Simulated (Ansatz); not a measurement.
Born–Oppenheimer molecular dynamics of Cl$_{2}$H$_{2}$Sn (5 atoms, charge 0, multiplicity 1). It starts from a relaxed structure.

The calculation used RKS CAM-B3LYP/def2-SVP in Ansatz.

```
ensemble                      : NVE (velocity Verlet)
time step                     : 0.5 fs
steps asked                   : 150
starting velocities drawn for : 700 K
seed                          : 867808
```

First frame:

```xyz
5
Properties=species:S:1:pos:R:3
Sn 0.044 0.000 0.032
H -0.087 0.000 1.724
H 1.596 0.000 -0.656
Cl -1.092 1.883 -0.772
Cl -1.092 -1.883 -0.772
```

(1) How far do the bonds stretch over the last three quarters of this one trajectory? (Pairs bonded in most of those frames.)

## Answers

(1) 
| bond | mean (Å) | spread (Å) | shortest | longest |
| --- | --- | --- | --- | --- |
| Sn1–H2 | 1.701 | 0.022 | 1.67 | 1.74 |
| Sn1–H3 | 1.704 | 0.014 | 1.68 | 1.73 |
| Sn1–Cl4 | 2.346 | 0.034 | 2.30 | 2.39 |
| Sn1–Cl5 | 2.359 | 0.039 | 2.30 | 2.40 |

Mean temperature of the second half: 293 K. The conserved energy stayed within 0.036 meV per atom of its start (net change 0.024 meV per atom), so the integration is sound. A run of 0.075 ps of so small a system gives no equilibrium averages.

The run took 7.9 min on 1 thread of Arm Neoverse V1, with other jobs on the host, peak memory 0.17 GiB.
